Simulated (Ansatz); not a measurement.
Single points on Fe₃S₂.

```yaml
crystal:
  periodic: [false, false, false]
  atoms:
    - {symbol: Fe, position_ang: [0.285471, 1.240088, 0.030538]}
    - {symbol: Fe, position_ang: [0.324132, -0.567548, 1.361038]}
    - {symbol: Fe, position_ang: [-0.524784, -0.304564, -1.382545]}
    - {symbol: S, position_ang: [-1.636739, 0.169511, 0.522691]}
    - {symbol: S, position_ang: [1.551910, -0.537486, -0.531712]}
basis:
  gaussian: {orbitals: def2-TZVP, initial_orbitals: start.molden}
hamiltonian: {xc: r2scan, dispersion: d4}
scf: {omitted_lower_state_checks: [starts]}
output: {orbitals: {seedname: orbitals}}
```

The file start.molden holds the orbitals of an earlier run on this structure, at another level or in another basis.

```sh
$ ansatz run in.yaml --threads 4 --pin off --events-out ev --progress --plain --max-ram 4787MiB
```

Shortened log:

```
Functional definition: r2SCAN
1830 factors; their error is unknown
mean field evaluation 1: about -124828.9043 eV, gradient 1.1e1 eV
mean field evaluation 2: about -124829.4732 eV, gradient 1.2e0 eV
mean field evaluation 4: about -124829.7302 eV, gradient 2.6e0 eV
mean field evaluation 8: about -124829.7421 eV, gradient 1.5e-1 eV
mean field evaluation 16: about -124829.7426 eV, gradient 8.4e-5 eV
mean field -124829.74263428 eV, -4587.4084291711 hartree, gradient 3.3e-6 eV, S^2 0.000000; 0 other end points of the search recorded, 0 dependent functions left out
reference -124829.74264774 eV, -4587.4084296659 hartree; 55, 55 occupied and 154, 154 virtual orbitals, 1830 factors
Total energy: -124829.80132212 eV, -4587.4105859096 hartree
Checks for a lower state left out: starts
```

It took 25 s on 4 threads of AMD EPYC 7B13 on a shared host, peak host memory 0.8 GiB.

As the first input, with `gaussian: {orbitals: STO-3G}`, `hamiltonian: {xc: hf}` (abridged; 5.5 s):

```
Functional definition: HF
mean field evaluation 16: about -123331.5778 eV, gradient 1.9e0 eV
mean field evaluation 32: about -123333.9720 eV, gradient 2.5e-3 eV
a density is far from that of the atoms, so the factors are made again for it
mean field evaluation 64: about -123333.9791 eV, gradient 4.8e-5 eV
mean field -123333.97912284 eV, -4532.4401339906 hartree, gradient 9.8e-6 eV, S^2 0.000000
Total energy: -123333.97912284 eV, -4532.4401339906 hartree
Checks for a lower state left out: starts
```

First input, but with `gaussian: {orbitals: def2-SVP, initial_orbitals: start.molden}`, `hamiltonian: {xc: pbe, dispersion: d4}` (abridged; 4.5 s):

```
Functional definition: PBE
mean field evaluation 16: about -124783.6088 eV, gradient 7.3e-2 eV
mean field evaluation 32: about -124783.6089 eV, gradient 3.6e-6 eV
mean field -124783.60887065 eV, -4585.7130446285 hartree, gradient 3.6e-6 eV, S^2 0.000000
Total energy: -124783.92982924 eV, -4585.7248396391 hartree
Checks for a lower state left out: starts
```

First input, but with `gaussian: {orbitals: def2-SVP, initial_orbitals: start.molden}`, `correlation: {method: ccsd_t}` and without the key `hamiltonian` (abridged; 3.2 min):

```
Functional definition: HF
mean field evaluation 16: about -124659.5069 eV, gradient 1.5e-4 eV
mean field evaluation 32: about -124651.3730 eV, gradient 9.1e-1 eV
mean field -124659.50686499 eV, -4581.1523800399 hartree, gradient 3.7e-6 eV, S^2 0.000000; unrestricted orbitals would lower it
mean field evaluation 64: about -124664.8013 eV, gradient 7.8e-1 eV
mean field evaluation 96: about -124659.1589 eV, gradient 1.9e0 eV
mean field evaluation 128: about -124659.4943 eV, gradient 5.2e-1 eV
mean field evaluation 160: about -124658.4095 eV, gradient 2.6e0 eV
mean field evaluation 192: about -124664.7267 eV, gradient 5.4e0 eV
mean field evaluation 224: about -124664.8333 eV, gradient 1.4e-1 eV
mean field evaluation 256: about -124662.5468 eV, gradient 5.1e0 eV
mean field evaluation 288: about -124654.3932 eV, gradient 1.2e1 eV
mean field evaluation 320: about -124656.4104 eV, gradient 4.8e-1 eV
mean field evaluation 352: about -124659.3123 eV, gradient 5.3e-1 eV
[...]
cycle  56  -35.49362922 eV  change    1.1e-6 eV  update   3.5e-5
cycle  57  -35.49362866 eV  change    5.6e-7 eV  update   3.5e-5
cycle  58  -35.49364177 eV  change   -1.3e-5 eV  update   3.5e-5
cycle  59  -35.49365777 eV  change   -1.6e-5 eV  update   3.4e-5
cycle  60  -35.49367290 eV  change   -1.5e-5 eV  update   3.3e-5
cycle  61  -35.49369931 eV  change   -2.6e-5 eV  update   3.2e-5
cycle  62  -35.49374827 eV  change   -4.9e-5 eV  update   3.0e-5
cycle  63  -35.49381680 eV  change   -6.9e-5 eV  update   2.8e-5
cycle  64  -35.49388391 eV  change   -6.7e-5 eV  update   2.5e-5
cycle  65  -35.49396880 eV  change   -8.5e-5 eV  update   2.2e-5
cycle  66  -35.49402042 eV  change   -5.2e-5 eV  update   1.9e-5
cycle  67  -35.49407710 eV  change   -5.7e-5 eV  update   1.6e-5
cycle  68  -35.49409645 eV  change   -1.9e-5 eV  update   1.2e-5
perturbative correction -2.43869942 eV, -0.0896205508 hartree
Total energy: -124697.43966086 eV, -4582.5463845763 hartree
Checks for a lower state left out: starts
```

The first input with `correlation: {method: mp2}` and without the key `hamiltonian` (abridged; 70 s):

```
Functional definition: HF
mean field evaluation 16: about -124680.6746 eV, gradient 4.2e-3 eV
mean field -124680.67457747 eV, -4581.9302791254 hartree, gradient 2.4e-6 eV, S^2 0.000000; unrestricted orbitals would lower it
mean field evaluation 32: about -124685.5064 eV, gradient 6.8e0 eV
unrestricted determinant -124686.10380702 eV, -4582.1297996314 hartree, S^2 6.0757
25 core orbitals not correlated: weight in the atoms' cores, before any rotation towards them, 1.000 or more for the frozen orbitals, at most 0.000 for the correlated occupied ones
second order -50.07521488 eV of doubles, -0.00000000 eV of singles
Total energy: -124730.74979235 eV, -4583.7705093302 hartree
Checks for a lower state left out: starts
```

The first input with `hamiltonian: {xc: {name: B3LYP}, dispersion: d4}` (abridged; 21 s):

```
Functional definition: B3LYP
mean field -124834.27043590 eV, -4587.5748228117 hartree, gradient 9.1e-6 eV, S^2 0.000000
Total energy: -124834.81111874 eV, -4587.5946925394 hartree
Checks for a lower state left out: starts
```

The first input with `hamiltonian: {xc: {name: B97M-V}}` (abridged; 48 s):

```
Functional definition: B97M-V
mean field evaluation 16: about -124803.4430 eV, gradient 5.2e-5 eV
mean field evaluation 32: about -124803.4430 eV, gradient 4.7e-6 eV
mean field -124803.44304284 eV, -4586.4419370122 hartree, gradient 4.6e-6 eV, S^2 0.000000
Total energy: -124803.44310412 eV, -4586.4419392643 hartree
Checks for a lower state left out: starts
```

Geometry: B3LYP-D4/def2-SVP.

B3LYP takes the VWN-RPA correlation. Correlated methods freeze 25 core orbitals; core or outer-core shells of Fe are correlated, in sets that lack core-valence functions. The restricted singlet is unstable towards broken spin symmetry in Hartree–Fock (as tested in another run); at r2SCAN-D4/def2-TZVP, HF/STO-3G, PBE-D4/def2-SVP, B3LYP-D4/def2-TZVP and others this wasn't settled. At PBE-D4/def2-SVP an occupied level lies above an empty one. At CCSD(T)/def2-SVP T1 of the charge 0 singlet is large (up to 0.078), so the single-reference result is doubtful. At CCSD(T)/def2-SVP, MP2/def2-TZVP the restricted singlet (for correlated methods, its reference) is unstable: a solution with broken spin symmetry lies lower. Another isomer (singlet) lies 1.23 eV lower at r2SCAN-D4/def2-TZVP; other spin states weren't run for this one.
